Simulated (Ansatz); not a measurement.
Os6⁻. Total charge -1; doublet. Geometry PBE-D4/def2-SVPD; atoms count from 1.

```
atom   x (Å)   y (Å)   z (Å)
 Os1   1.125  -1.303  -0.702
 Os2  -0.610  -1.926   0.956
 Os3  -0.842   2.050   0.291
 Os4   0.984   1.123  -1.108
 Os5   0.499   0.234   1.225
 Os6  -1.156  -0.178  -0.661
```

In the def2 sets Os takes a core potential; there is no spin–orbit coupling. The charge -1 doublet is spin-contaminated (final ⟨S²⟩ up to 4.50, 0.75 for a pure state). No other spin state of charge -1 was run. The geometry of the doublet was relaxed on an unsound state (⟨S²⟩ 2.51, where a pure state has 0.75). The structure comes from a short search, and lower isomers may exist.

Q: Estimate the Mulliken populations from the PBE0/def2-TZVPD orbitals of Ansatz.

A: 
| atom | charge (e) | spin (α − β) | d electrons |
| --- | --- | --- | --- |
| Os1 | -0.24 | -0.06 | 6.78 |
| Os2 | -0.26 | 2.10 | 6.72 |
| Os3 | -0.26 | 2.10 | 6.72 |
| Os4 | -0.24 | -0.06 | 6.78 |
| Os5 | 0.00 | -1.54 | 6.53 |
| Os6 | 0.00 | -1.54 | 6.53 |
Mulliken values and Mayer orders depend strongly on the basis. With diffuse functions, as here, like atoms can get unlike values, and bond orders can come out too low or too high.

Q: Where does the spin sit?

A: Summed by element: Os 1.00, of 1 unpaired in all. Largest on single atoms: Os2 2.10, Os3 2.10, Os6 -1.54.

Q: And the Mayer bond orders between bonded heavy atoms (over 0.3)?

A: Os1–Os2 1.32 (2.48 Å); Os1–Os4 1.37 (2.46 Å); Os1–Os5 0.85 (2.54 Å); Os1–Os6 0.85 (2.54 Å); Os2–Os5 1.25 (2.44 Å); Os2–Os6 1.25 (2.44 Å); Os3–Os4 1.32 (2.48 Å); Os3–Os5 1.25 (2.44 Å); Os3–Os6 1.25 (2.44 Å); Os4–Os5 0.85 (2.54 Å); Os4–Os6 0.85 (2.54 Å); Os5–Os6 0.74 (2.54 Å). Values over 0.3 also appear between atoms too far apart for a bond (Os1–Os3 0.52 at 4.01 Å; Os2–Os4 0.52 at 4.01 Å); they arise where an orbital or an unpaired electron spreads over both atoms.
